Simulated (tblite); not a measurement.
Compound: C7H8O2.
SMILES with atom numbers: `[CH3:1][O:2][CH:3]=[C:4]=[C:5]=[CH:6][C:7]([CH3:8])=[O:9]` (hydrogens: H10, H11, H12 on C1; H13 on C3; H14 on C6; H15, H16, H17 on C8)

Computed with GFN2-xTB (tblite), gas phase: L-BFGS steps from a force-field or distance-geometry start until the largest atomic force falls under 0.01 eV/Å.

Step 11: E = -737.0167 eV
```
atom  x, y, z in Å  |  force x, y, z in eV/Å
C1      3.2442    0.9957    1.4092    0.081   0.018   0.031
O2      1.9552    0.7313    0.9072    0.091   0.019   0.034
C3      1.8251   -0.4271    0.2296    0.000   0.042   0.023
C4      0.6678   -0.7990   -0.2924    0.029   0.060   0.026
C5     -0.4708   -1.0489   -0.7463   -0.005  -0.023   0.011
C6     -1.6604   -1.3513   -1.2333   -0.016   0.009  -0.017
C7     -2.8381   -0.4980   -1.0777   -0.056  -0.014   0.005
C8     -2.6522    0.7866   -0.3063    0.009   0.010   0.002
O9     -3.9146   -0.8125   -1.5439    0.008  -0.044  -0.031
H10     3.1917    1.9504    1.9292   -0.045  -0.005  -0.008
H11     3.5656    0.2188    2.1119   -0.027   0.016   0.002
H12     3.9811    1.0672    0.6015   -0.030   0.008  -0.007
H13     2.7227   -1.0338    0.1402   -0.072  -0.086  -0.068
H14    -1.8094   -2.2697   -1.7849    0.001  -0.001   0.000
H15    -2.3091    0.5784    0.7046   -0.020  -0.046   0.002
H16    -1.9014    1.4112   -0.7841    0.006  -0.006  -0.047
H17    -3.6044    1.3110   -0.2743    0.046   0.046   0.042
```

Step 12: E = -737.0181 eV
```
atom  x, y, z in Å  |  force x, y, z in eV/Å
C1      3.2460    0.9957    1.4097    0.051   0.021   0.025
O2      1.9580    0.7311    0.9076    0.050   0.015   0.025
C3      1.8245   -0.4267    0.2299    0.023   0.023   0.015
C4      0.6664   -0.7962   -0.2918   -0.017   0.046   0.011
C5     -0.4722   -1.0492   -0.7459    0.038  -0.008   0.023
C6     -1.6619   -1.3505   -1.2338    0.021   0.006   0.000
C7     -2.8396   -0.4976   -1.0776    0.022  -0.006   0.019
C8     -2.6520    0.7870   -0.3062    0.004  -0.011  -0.009
O9     -3.9136   -0.8141   -1.5446   -0.092  -0.048  -0.057
H10     3.1918    1.9489    1.9286   -0.046   0.049   0.020
H11     3.5671    0.2218    2.1128   -0.008  -0.036   0.033
H12     3.9817    1.0688    0.6038    0.014   0.003  -0.053
H13     2.7211   -1.0361    0.1382   -0.090  -0.068  -0.062
H14    -1.8106   -2.2691   -1.7848   -0.002  -0.004  -0.003
H15    -2.3099    0.5746    0.7042   -0.007  -0.026  -0.003
H16    -1.9011    1.4092   -0.7874    0.006  -0.007  -0.023
H17    -3.6028    1.3130   -0.2727    0.034   0.050   0.039
```

Step 13: E = -737.0197 eV
```
atom  x, y, z in Å  |  force x, y, z in eV/Å
C1      3.2495    0.9961    1.4110    0.011   0.021   0.014
O2      1.9624    0.7312    0.9087   -0.004   0.005   0.008
C3      1.8243   -0.4256    0.2306    0.015  -0.003  -0.004
C4      0.6646   -0.7922   -0.2908   -0.045   0.043   0.009
C5     -0.4736   -1.0496   -0.7452    0.073   0.011   0.032
C6     -1.6633   -1.3494   -1.2343    0.032  -0.007   0.010
C7     -2.8424   -0.4978   -1.0776    0.079  -0.004   0.015
C8     -2.6517    0.7868   -0.3065   -0.006  -0.032  -0.020
O9     -3.9143   -0.8164   -1.5463   -0.138  -0.039  -0.058
H10     3.1910    1.9485    1.9285   -0.035   0.090   0.042
H11     3.5694    0.2247    2.1148    0.016  -0.073   0.057
H12     3.9834    1.0710    0.6056    0.056   0.000  -0.081
H13     2.7177   -1.0400    0.1348   -0.089  -0.047  -0.050
H14    -1.8127   -2.2684   -1.7848    0.002   0.001  -0.002
H15    -2.3107    0.5692    0.7033    0.009  -0.004  -0.013
H16    -1.9005    1.4062   -0.7917    0.003  -0.014   0.006
H17    -3.6002    1.3161   -0.2700    0.021   0.051   0.033
```

**Question.** Estimate the geometry and energy of step 14. (The exact step hangs on the optimiser's Hessian estimate; all steps are aligned on step 13, rigid shifts and turns removed.)

**Answer.** E = -737.0217 eV, largest force 0.122 eV/Å
```
atom  x, y, z in Å  |  force x, y, z in eV/Å
C1      3.2549    0.9973    1.4131   -0.025   0.017   0.002
O2      1.9686    0.7311    0.9104   -0.049  -0.007  -0.008
C3      1.8241   -0.4242    0.2313    0.002  -0.020  -0.019
C4      0.6619   -0.7862   -0.2892   -0.063   0.041   0.012
C5     -0.4750   -1.0499   -0.7440    0.066   0.025   0.024
C6     -1.6649   -1.3481   -1.2349    0.035  -0.018   0.022
C7     -2.8464   -0.4986   -1.0783    0.094  -0.009  -0.008
C8     -2.6517    0.7859   -0.3074   -0.018  -0.046  -0.026
O9     -3.9170   -0.8194   -1.5490   -0.117  -0.015  -0.032
H10     3.1895    1.9498    1.9293   -0.012   0.098   0.049
H11     3.5732    0.2274    2.1186    0.034  -0.081   0.055
H12     3.9872    1.0741    0.6071    0.075  -0.004  -0.074
H13     2.7118   -1.0458    0.1296   -0.070  -0.025  -0.033
H14    -1.8160   -2.2674   -1.7850    0.015   0.005   0.001
H15    -2.3114    0.5617    0.7016    0.026   0.022  -0.026
H16    -1.8995    1.4013   -0.7972   -0.003  -0.024   0.040
H17    -3.5964    1.3212   -0.2659    0.009   0.042   0.021
```

The energy changes by -0.0019 eV. The first-order estimate −F·Δx gives -0.0027 eV and the mean of the old and new forces, exact on a quadratic surface, -0.0020 eV. The step makes an angle of 67° with the force vector and moves no atom by more than 0.010 Å.

What follows is the cost of the whole relaxation. On an AMD EPYC 7R43 with one thread, shared host with 256 logical CPUs at a one-minute load of 116, this took 0.43 s.
